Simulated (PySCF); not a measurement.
## BBr3: one-bond stretch

These are results of B3LYP/[B def2-TZVP, Br def2-TZVP], no relativity, density fitting, PySCF, not measurements.

Rigid scan from the singlet minimum (B–Br 1.909 Å (×3); Br–B–Br 120.0° (×3)). Coordinate: the bond from B to the last atom (Br) scaled, the rest fixed. Energies in kJ/mol from the minimum.

```tsv
scale of one bond	E (kJ/mol)	dipole size (D)
0.92	26.3	0.73
0.96	5.8	0.37
1.00	0.0	0.00
1.05	6.9	0.47
1.12	32.7	1.13
1.20	73.9	1.88
1.35	158.9	3.25
1.55	259.6	–
1.80	351.4	–
2.20	434.8	–
```

At long bonds a restricted determinant can lie too high, and another spin state can fall below this curve.

Other isomers or separated fragments may lie lower.
